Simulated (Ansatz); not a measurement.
A structure relaxed at r2SCAN-D4/def2-SVP in Ansatz, charge 0, singlet:

Cartesian coordinates in Å:
```
Si -0.151 2.193 -4.254
Si -1.602 2.466 -2.403
Si -3.190 -1.709 -1.987
Si -4.652 -1.407 -0.151
Si 2.912 -1.893 -6.366
Si 2.977 0.326 -5.597
Si 0.448 -1.419 -3.232
Si 1.514 0.611 -3.760
Si -0.991 -1.152 -1.378
Si -0.949 1.073 -0.629
Si -3.456 -0.682 1.736
Si -2.406 1.353 1.211
Si -4.926 -0.394 3.566
Si -4.874 1.840 4.300
Si 5.173 0.908 -5.000
Si 2.698 1.369 -1.874
Si 1.253 1.627 -0.024
Si 1.301 3.852 0.724
Si -1.210 2.100 3.091
Si -0.176 4.138 2.551
Si -2.675 2.395 4.925
Si 3.384 -3.461 -4.677
Si 2.092 -3.028 -2.749
Si -0.319 -2.543 0.394
Si -1.779 -2.258 2.236
Si -4.273 -1.779 5.350
Si 5.950 -0.286 -3.130
Si 3.339 -2.248 -0.914
Si 4.383 -0.190 -1.368
Si 1.902 -2.003 0.961
Si 1.912 0.220 1.740
Si -0.602 -1.529 4.139
Si 0.447 0.501 3.580
Si -2.070 -1.238 5.972
Si -2.032 0.997 6.703
H -0.932 1.736 -5.448
H 0.493 3.504 -4.591
H -3.008 2.130 -2.800
H -1.582 3.892 -1.942
H -3.621 -0.850 -3.137
H -3.222 -3.138 -2.437
H -5.693 -0.383 -0.490
H -5.351 -2.695 0.164
H 1.529 -2.188 -6.862
H 3.865 -2.062 -7.511
H 2.532 1.228 -6.713
H -0.358 -1.856 -4.422
H -3.453 2.370 0.858
H -6.319 -0.749 3.132
H -5.344 2.752 3.208
H -5.787 2.004 5.478
H 6.089 0.698 -6.168
H 5.203 2.362 -4.637
H 3.317 2.697 -2.205
H 0.914 4.764 -0.401
H 2.700 4.195 1.138
H -1.232 5.142 2.202
H 0.577 4.648 3.742
H -2.623 3.830 5.364
H 3.009 -4.819 -5.190
H 4.846 -3.476 -4.359
H 1.421 -4.305 -2.331
H -0.395 -3.974 -0.053
H -2.440 -3.574 2.529
H -4.354 -3.218 4.941
H -5.191 -1.567 6.516
H 6.265 -1.701 -3.500
H 7.219 0.360 -2.659
H 4.392 -3.263 -0.577
H 5.095 0.243 -0.119
H 2.370 -2.916 2.057
H 3.297 0.598 2.176
H 0.441 -2.547 4.498
H 1.246 0.992 4.753
H -1.627 -2.139 7.087
H -2.983 1.167 7.849
H -0.657 1.363 7.173
```

Q: Give its formula and point group.

A: Si35H42, a nanocrystal cut from hexagonal silicon. Point group Cs (tolerance 0.1 Å).

Q: Summarise the bond lengths by kind (pairs closer than 1.2 times the sum of covalent radii, bridged metal pairs left out).

A: 49 × Si–Si 2.35 to 2.38 Å; 42 × H–Si 1.50 Å.

Single mean-field runs in def2-SVP are fitted with def2-universal-jkfit.
